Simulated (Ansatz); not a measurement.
`NB(F)[SeH]` + HCl → `FB(Cl)[SeH]` + NH₃ at 600 K and 1 bar (ligand exchange at a B–N bond).

Gas-phase electronic energies from Ansatz, PBE0-D4/def2-TZVP geometries. CCSD(T)/CBS adds triple-zeta CCSD(T) − MP2 to the extrapolated MP2 energy (def2 sets, frozen cores). This one scheme is used for every species. For Se outer-core shells are correlated without core-valence functions, which leaves a few kJ/mol of doubt a bond. Scalar relativity is left out up to krypton. Each species was taken in one conformer, which may not be the lowest.

| species | CCSD(T)/CBS energy (Eh) | H − E (kJ/mol) | S (J/(mol·K)) |
| --- | --- | --- | --- |
| `NB(F)[SeH]` | -2581.93092 | 157.1 | 381.3 |
| HCl | -460.38127 | 35.4 | 207.2 |
| `FB(Cl)[SeH]` | -2985.79275 | 83.2 | 369.1 |
| NH₃ | -56.50880 | 112.4 | 219.5 |

H − E and S are ideal-gas, rigid-rotor, harmonic terms from PBE0-D4/def2-TZVP, for one conformer and one mirror image of each species. 1 Eh = 2625.50 kJ/mol, R = 8.31446 J/(mol·K).

Question: By hand: ΔE, ΔH, ΔS and ΔG.

Answer: ΔE = (-2985.79275) + (-56.50880) − (-2581.93092) − (-460.38127) = 0.01064 Eh = 27.9 kJ/mol. Δ(H − E) = 83.2 + 112.4 − 157.1 − 35.4 = 3.1, so ΔH = 31.0 kJ/mol. ΔS = 369.1 + 219.5 − 381.3 − 207.2 = 0.1 J/(mol·K). ΔG = 31.0 − 600 × (0.1)/1000 = 30.9 kJ/mol.

Question: By hand: the equilibrium constant, and the temperature at which ΔG would vanish if ΔH and ΔS stayed fixed.

Answer: log₁₀ K = −ΔG/(RT ln 10) = -2.7. ΔG = 0 at ΔH/ΔS = 310000 K, far beyond where these terms or the molecules hold.

The number of gas molecules stays the same, so ΔS is small and ΔH decides. A doubt of 5 kJ/mol in ΔE shifts log₁₀ K by 0.4 here. Other conformers and mirror images would add mixing entropy, several J/(mol·K) or more a flexible species. These are equilibria of isolated gas molecules and say nothing of rates. Largest T1 diagnostic: 0.011 (customary marks: 0.02 for closed shells, 0.045 for open ones).
